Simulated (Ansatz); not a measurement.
Total energies of Cu(NH3)F (CuNFH3) from Ansatz at r2SCAN-D4/def2-TZVPD, gas phase (1 Eh = 27.2114 eV = 2625.5 kJ/mol). The reference geometry is relaxed at PBE-D4/def2-TZVP.

```csv
atom,x (Å),y (Å),z (Å)
Cu1,1.085,0.422,-0.005
N2,-0.691,-0.269,0.003
H3,-1.355,0.405,0.399
H4,-0.758,-1.127,0.560
H5,-1.012,-0.493,-0.944
F6,2.730,1.062,-0.014
```

```
                 state   geometry  energy (Eh)
      charge 0 singlet  reference  -1796.97611
     charge -1 doublet  reference  -1796.97299
free Cu atom (doublet)          –  -1640.46810
 free N atom (quartet)          –    -54.58108
 free H atom (doublet)          –     -0.49993
 free F atom (doublet)          –    -99.72844
```

**Question.** Work out the vertical electron affinity, to the doublet.

**Answer.** E(charge 0 singlet) − E(charge -1 doublet) = -1796.97611 − (-1796.97299) = -0.00312 Eh = -0.08 eV; so near zero that its sign isn't settled.

**Question.** What is the binding energy per atom against free atoms?

**Answer.** Atoms: 1 × (-1640.46810) + 1 × (-54.58108) + 3 × (-0.49993) + 1 × (-99.72844) = -1796.27741 Eh. Binding: -1796.27741 − (-1796.97611) = 0.69870 Eh = 19.01 eV, or 3.17 eV for each of 6 atoms (no zero-point energy, no counterpoise term).

At r2SCAN-D4/def2-TZVPD the highest occupied level of the charge -1 doublet lies above zero (up to 1.78 eV). Energy differences put its binding near zero (-0.08 eV; vertical, to the charge 0 singlet, at r2SCAN-D4/def2-TZVPD), which leaves it undecided.
